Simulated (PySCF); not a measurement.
Spin states of BaBr

Unrestricted PBE0; Ba x2c-TZVPall, Br x2c-TZVPall; spin-free X2C with a Gaussian nucleus (PySCF 2.14). Outer shells of the fragments: Ba 6s2; Br 3d10 4s2 4p5.

Followed along the bond (rough minima from three points):

```
2Ms+1       unpaired  ⟨S²⟩ at the start  R at minimum (Å)  Te (eV)
    2            σ ↑               0.75              2.85     0.00
    2            δ ↑               0.75              2.89     0.98
    2            π ↑               0.75              2.89     1.07
    4  σ ↑, π ↑, δ ↑               3.75  none in the scan   ≤ 5.17
```

Solutions found at the starting distance of 2.900 Å, counted from the lowest of them; the search is not exhaustive and high or unbound solutions are not listed, so other states can lie among these:

```tsv
2Ms+1	unpaired	term	E (eV)	⟨S²⟩	⟨Lz²⟩	μ (D)
2	σ ↑	²Σ⁺	0.00	0.75	0.00	-5.40
2	δ ↑	²Δ	0.97	0.75	4.00	-8.67
2	π ↑	²Π	1.06	0.75	1.00	-4.74
4	σ ↑, π ↑, δ ↑	mixed	5.43	3.75	4.99	1.53
4	σ ↑, π ↑↑	mixed	5.51	3.75	2.01	2.08
4	σ ↑, π ↑↑	mixed	5.62	3.75	2.03	3.13
```

A term symbol is given only where ⟨S²⟩ and ⟨Lz²⟩ are close to those of a pure state; real π, δ and φ orbitals otherwise mix terms. A positive dipole means Ba(−)Br(+).

Spin–orbit coupling is left out. Counting both spins, an empty level lies below a filled one in some of these solutions, because spin and occupation are held.
